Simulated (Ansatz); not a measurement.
Reaction (formal exchange of groups at the Sn–B bond): `[BH2][SnH2][C]#C` + `C#C` → `C#[C][SnH2][C]#C` + BH₃

Isolated molecules relaxed with PBE0-D4/def2-TZVP in Ansatz; ΔE leaves out vibrations. CCSD(T)/CBS is the MP2 limit (def2-TZVPP, def2-QZVPP) plus CCSD(T) − MP2 in def2-TZVPP, frozen cores. This one scheme is used for every species. Functionals use def2-TZVPP. B3LYP here is the variant with VWN-RPA as its local correlation; programs differ in this. def2 core potentials past Kr. For Sn outer-core shells are correlated without core-valence functions, which leaves a few kJ/mol of doubt a bond.

Question: Is it downhill or uphill in electronic energy at CCSD(T)/CBS, and by how much? (Best estimate.)

Answer: The calculation gave: Downhill: ΔE = -21.8 kJ/mol.

Question: What do these levels give: LDA (SPW92), revPBE-D4, B3LYP-D4, r2SCAN0-D4, B2PLYP, revPBE, r2SCAN, LC-ωPBE, RPA@PBE/def2-TZVPP, HF/def2-SVP, SCS-MP2/def2-TZVPP, MP2/def2-QZVPP? (An estimate is asked.)

Answer: Computed: LDA (SPW92) -1.4, revPBE-D4 -13.3, B3LYP-D4 -18.8, r2SCAN0-D4 -17.2, B2PLYP -23.4, revPBE -10.8, r2SCAN -15.8, LC-ωPBE -17.7, RPA@PBE/def2-TZVPP -29.9, HF/def2-SVP -25.4, SCS-MP2/def2-TZVPP -33.4, MP2/def2-QZVPP -29.3 kJ/mol.

Largest T1 diagnostic among the species: 0.014.

From BLYP to BHLYP (50 % exact exchange), in def2-TZVPP and without D4, ΔE moves by −7.5 kJ/mol. Leaving LDA and LC-ωPBE aside and taking each functional with its dispersion term where it has one, the values, not all of them listed here, spread over 13.8 kJ/mol, from BHLYP-D4 to PBE-D4. LDA lies +7.3 kJ/mol from PBE without D4.
